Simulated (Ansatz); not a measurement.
Reaction (ligand exchange at the In–S bond): `C[S][In]([CH3])[F]` + silanol → `[CH3][In]([F])[O][SiH3]` + CH₃SH

Computed with Ansatz on PBE0-D4/def2-TZVP structures; ΔE is electronic, products minus reactants. CCSD(T)/CBS is the MP2 limit (def2-TZVPP, def2-QZVPP) plus CCSD(T) − MP2 in def2-TZVPP, frozen cores. This one scheme is used for every species. DFT in def2-TZVPP. def2 core potentials past Kr. For In outer-core shells are correlated without core-valence functions, which leaves a few kJ/mol of doubt a bond. One conformer a species, not always the lowest.

`C[S][In]([CH3])[F]`:

Cartesian coordinates in Å:
```
C -0.310 -1.171 1.905
S -0.545 -2.065 0.335
In -0.101 -0.376 -1.260
C 0.445 1.683 -1.171
F -0.301 -1.121 -3.062
H -0.490 -1.897 2.699
H 0.706 -0.794 2.010
H -1.022 -0.355 2.019
H -0.285 2.237 -0.581
H 0.476 2.076 -2.186
H 1.426 1.783 -0.707
```

`O[SiH3]`:

Cartesian coordinates in Å:
```
O 0.277 0.140 1.243
Si 0.079 -0.095 -0.375
H -0.469 0.473 1.742
H -0.996 -1.084 -0.660
H 1.377 -0.606 -0.873
H -0.268 1.172 -1.076
```

`[CH3][In]([F])[O][SiH3]`:

Cartesian coordinates in Å:
```
C 0.183 -2.150 -0.767
In 1.101 -0.244 -0.627
F 2.845 0.175 -1.380
O 0.467 1.414 0.228
Si -0.849 1.931 1.029
H -0.898 -2.029 -0.798
H 0.538 -2.650 -1.666
H 0.458 -2.735 0.110
H -0.493 2.347 2.414
H -1.469 3.089 0.329
H -1.882 0.853 1.130
```

CH₃SH:

Cartesian coordinates in Å:
```
C -0.283 -0.230 0.329
S 0.936 -0.130 -1.000
H 0.060 0.285 1.226
H -0.394 -1.290 0.559
H -1.250 0.160 0.016
H 0.930 1.205 -1.130
```

CCSD(T)/CBS gives +31.2 kJ/mol.

Another level gave +38.0 kJ/mol. Which?
A. HF/def2-TZVPP
B. r2SCANh/def2-TZVPP
C. CCSD(T)/def2-TZVPP
D. LDA (SPW92)/def2-TZVPP

B. r2SCANh 38.0, CCSD(T)/def2-TZVPP 31.0, HF/def2-TZVPP 26.4, LDA (SPW92) 45.6 kJ/mol.

Largest T1 diagnostic among the species: 0.015.

Leaving LDA and LC-ωPBE aside and taking each functional with its dispersion term where it has one, the values, not all of them listed here, spread over 12.7 kJ/mol, from CAM-B3LYP-D4 to HSE06-D4. LDA lies +3.9 kJ/mol from PBE without D4. At CCSD(T), def2-SVP lies −9.1 kJ/mol from the extrapolated value and def2-TZVPP −0.1 kJ/mol.

CCSD(T)/CBS has its own doubt, a few kJ/mol and more with outer-core shells, so smaller differences from it don't rank the levels.
